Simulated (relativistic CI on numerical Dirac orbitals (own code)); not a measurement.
One change at a time: Lu XXXV

Base calculation: Dirac-Coulomb-Breit CI, orbitals from a KLI potential per configuration, a model potential for QED, unscaled Slater integrals.

CI space (outside the closed core [Ar] 3d10): 4s²4p⁶4d, 4s²4p⁶4f, 4s²4p⁵4d², 4s4p⁶4d², 4s²4p⁵4d4f, 4s4p⁶4d4f, 4s²4p⁶5s, 4s²4p⁶5p, 4s²4p⁶5d, 4s²4p⁵4d5s, 4p⁶4d²4f, 4s²4p⁶5f, 4s²4p⁵4d5p, 4s4p⁶4f5s, 4s²4p⁶5g, 4s4p⁶4d5s, 4s²4p⁵4d5d, 4s²4p⁶6s, 4p⁶4d³, 4p⁵4d⁴, 4p⁵4d³4f, 4p⁶4d4f², 4p⁶4f³, 4p⁵4d²4f², 4p⁵4d4f³, 4p⁶4f²5s, 4s4p⁶4f², 4s4p⁵4f³, 4s4p⁶4f5p, 4s4p⁵4f²5p, 4p⁶4f²5p. Double excitations out of closed p, d and f shells are left out; levels of such configurations are missing from the list, as are those of other unlisted configurations, and high levels can miss mixing partners. These lack a partner that the ground configuration has and come out too high: 4s²4p⁵4d5s, 4s²4p⁵4d5p, 4s²4p⁵4d5d, 4s²4p⁶5d, 4s²4p⁶5f.

Variants: (1) non-relativistic limit; (2) only the first 3 configurations. Shifts of the energy above 4s²4p⁶4d ²D3/2, in cm⁻¹, for the lowest level and the first level of each name with at least 55 % of one term (blank where a level changes its place among those of its configuration and J or its character, or is not in the variant):

```csv
Level,Base,Δ(1),Δ(2)
4s²4p⁶4d ²D3/2,0,0,0
4s²4p⁶4d ²D5/2,122187,-122187,+117
4s²4p⁵4d² ⁴D°1/2,1139508,-88711,-15583
4s²4p⁵4d² ⁴G°9/2,1266743,-178328,-11815
4s²4p⁵4d² ²P°1/2,1450814,-299528,-15363
4s²4p⁵4d² ²P°3/2,1535802,,-13836
4s²4p⁶4f ²F°7/2,1637356,-74403,-14804
4s4p⁶4d² ⁴F3/2,2486850,-663740,
4s4p⁶4d² ⁴P1/2,2564349,-701108,
4s4p⁶4d² ⁴F7/2,2607510,-784400,
4s²4p⁵4d4f ⁴G5/2,2614943,-172332,
4s4p⁶4d² ⁴P3/2,2629605,-766364,
```

At this charge energies of transitions that change n are usually good to better than 1 %, and those within a shell (Δn = 0) to a few per cent.

Ionisation energy from the two ground configurations alone: base 1394.65 eV. The NIST ASD value (theoretical) is 1395 eV.

LS names give the leading component of a level, which can be under half, so a name can repeat, a term be missing and a line seem to break the LS rules.
